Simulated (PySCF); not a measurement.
## NaAs: script and output

Input:

```python
from pyscf import gto, scf

mol = gto.M(
    atom='Na 0 0 0; As 0 0 2.888',
    basis='def2-svpd',
    charge=0,
    spin=2,
    verbose=4,
)
mf = scf.UHF(mol)
mf.kernel()
mf.dip_moment()
print('orbital energies (hartree):', [e[max(0, n-3):n+3].round(4) for e, n in zip(mf.mo_energy, mol.nelec)])
```

```bash
$ OMP_NUM_THREADS=1 python input.py
```

The log (some set-up lines and the per-cycle HOMO/LUMO lines with their warnings removed):

```
PySCF version 2.14.0

[INPUT] Symbol           X                Y                Z      unit          X                Y                Z       unit  Magmom
[INPUT]  1 Na     0.000000000000   0.000000000000   0.000000000000 AA    0.000000000000   0.000000000000   0.000000000000 Bohr   0.0
[INPUT]  2 As     0.000000000000   0.000000000000   2.888000000000 AA    0.000000000000   0.000000000000   5.457529047744 Bohr   0.0

nuclear repulsion = 66.5136175775485
number of shells = 22
number of NR pGTOs = 116
number of NR cGTOs = 56
basis = def2-svpd
ecp = {}

******** <class 'pyscf.scf.uhf.UHF'> ********
method = UHF
initial guess = minao
damping factor = 0
level_shift factor = 0
DIIS = <class 'pyscf.scf.diis.CDIIS'>
SCF conv_tol = 1e-09
SCF max_cycles = 50
number electrons alpha = 23  beta = 21
init E= -2394.6467480775

cycle= 1 E= -2395.7090174304  delta_E= -1.06  |g|= 0.0862  |ddm|= 1.05
cycle= 2 E= -2395.71762468005  delta_E= -0.00861  |g|= 0.029  |ddm|= 0.276
cycle= 3 E= -2395.71877978086  delta_E= -0.00116  |g|= 0.014  |ddm|= 0.0818
cycle= 4 E= -2395.71905089756  delta_E= -0.000271  |g|= 0.00602  |ddm|= 0.0379
cycle= 5 E= -2395.71920838659  delta_E= -0.000157  |g|= 0.0047  |ddm|= 0.0255
cycle= 6 E= -2395.71943261224  delta_E= -0.000224  |g|= 0.00382  |ddm|= 0.0396
cycle= 7 E= -2395.71980778131  delta_E= -0.000375  |g|= 0.00233  |ddm|= 0.0908
cycle= 8 E= -2395.71999446297  delta_E= -0.000187  |g|= 0.000946  |ddm|= 0.0971
cycle= 9 E= -2395.72000442141  delta_E= -9.96e-06  |g|= 0.000363  |ddm|= 0.0143
cycle= 10 E= -2395.72000874079  delta_E= -4.32e-06  |g|= 0.00032  |ddm|= 0.0158
cycle= 11 E= -2395.72000906287  delta_E= -3.22e-07  |g|= 0.000106  |ddm|= 0.00255
cycle= 12 E= -2395.72000911245  delta_E= -4.96e-08  |g|= 2.75e-05  |ddm|= 0.00143
cycle= 13 E= -2395.72000911485  delta_E= -2.4e-09  |g|= 6.32e-06  |ddm|= 0.000298
cycle= 14 E= -2395.72000911499  delta_E= -1.36e-10  |g|= 1.41e-06  |ddm|= 8.09e-05
Extra cycle  E= -2395.72000911499  delta_E= -2.73e-12  |g|= 7.14e-07  |ddm|= 5.76e-06
converged SCF energy = -2395.72000911499  <S^2> = 2.1556354  2S+1 = 3.1020222
Dipole moment(X, Y, Z, Debye): -0.00000,  0.00000, -7.17494
orbital energies (hartree): [array([-0.3019, -0.3019, -0.279 , -0.0027,  0.0371,  0.0371]), array([-1.5362, -0.5308, -0.1982, -0.006 ,  0.0228,  0.0228])]
```

In short: E(SCF) = -2395.720009 Eh, 14 cycles, ⟨S²⟩ = 2.156, μz(SCF) = -7.17 D.

Run time: 1.2 s on 1 thread of Intel Xeon Platinum 8488C (shared host), peak memory 0.11 GiB.

The bond length is a typed value, not an optimised one. No search for the lowest solution was made.
